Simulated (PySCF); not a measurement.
Species: C₅H₅F₃OS.
Atom-mapped SMILES: `[CH2:1]=[C:2]([CH2:3][CH:4]=[S:5])[O:6][C:7]([F:8])([F:9])[F:10]` (hydrogens: H11, H12 on C1; H13, H14 on C3; H15 on C4)

Cartesian coordinates in Å at the PBE0-D3(BJ)/def2-SVP level; atoms count from 1:
```
atom  x, y, z in Å
C1    -0.2020    1.5318   -0.8047
C2     0.0788    0.4789   -0.0385
C3     1.4539    0.0712    0.3949
C4     1.8988   -1.2045   -0.2575
S5     3.3162   -1.4302   -0.9920
O6    -0.8385   -0.4240    0.4655
C7    -2.1342   -0.4230    0.0862
F8    -2.7213   -1.4305    0.6994
F9    -2.7590    0.7022    0.4261
F10   -2.2741   -0.5822   -1.2254
H11    0.6222    2.1559   -1.1493
H12   -1.2134    1.8051   -1.1025
H13    1.4283   -0.1033    1.4877
H14    2.1767    0.8708    0.1911
H15    1.1631   -2.0242   -0.2005
```

Linear response at wB97X-D/def2-SVPD (PySCF, frozen core in the response, non-relativistic). Geometry: PBE0-D3(BJ)/def2-SVP, one conformer, isolated molecule.

Static isotropic polarisability: 88.49 au (13.11 Å³), principal values 69.6, 85.1, 110.8 au.

Question: What is the polarisability at 1064 nm and at the sodium D line?

Answer: 89.41 au at 1064 nm (+1.0 %), 91.66 au at 589.3 nm (+3.6 %). The lowest singlet lies at 513 nm (f = 0.000), near or inside this range; the response is undamped and has a pole at each allowed excitation.

Question: What is the isotropic C6 coefficient between two such molecules, C6 = (3/π)∫α(iω)² dω?

Answer: 3261 au (Eh·bohr⁶) by a ten-point quadrature over imaginary frequencies, which is 1950 eV·Å⁶ or 188 J·nm⁶/mol.

Question: Which effective excitation energy ω̄ makes London's formula C6 = (3/4)α²ω̄ exact here?

Answer: ω̄ = 4·C6/(3α²) = 0.555 Eh = 15.1 eV. London's choice of the ionisation energy (9.03 eV, ΔSCF at the same level) gives C6 = 1950 au, 40 % too low.

Question: How many electrons N does the Slater–Kirkwood formula C6 = (3/4)·√N·α^(3/2) need to give this C6?

Answer: N = (4·C6/3)²/α³ = 27.3; the species has 86 electrons in all.

Question: How anisotropic is the static polarisability, by Δα² = ½[(α1 − α2)² + (α2 − α3)² + (α3 − α1)²]?

Answer: Δα = 36.0 au, or 0.41 of the isotropic value.

Question: What does −C6/R⁶ come to at R = 12 Å between centres?

Answer: -63 J/mol. This is the leading, orientation-averaged term; C8 and higher terms are left out.

Question: What three-body coefficient follows from the one-pole estimate C9 = (3/4)·α·C6?

Answer: 216000 au. This is an estimate from the two numbers above, not a computed integral.

Question: The lowest 6 singlets have (eV, f): 2.42, 0.000; 5.23, 0.023; 6.06, 0.278; 6.48, 0.023; 6.69, 0.010; 6.73, 0.166. What share of the static polarisability do they carry in the sum over states α = Σ f/ω²?

Answer: 9.54 au, 10.8 % of α; the largest term, 5.62 au, is that of the state at 6.06 eV. Their oscillator strengths add up to 0.50. Higher states carry the rest.

Time: 81 s of wall time. Hardware: one thread, Arm Neoverse V1, no GPU, on a shared host. This is the whole response run at wB97X-D/def2-SVPD, SCF included.

wB97X-D is run here without its empirical dispersion term; that term would change no orbital, density or response property at a fixed geometry.
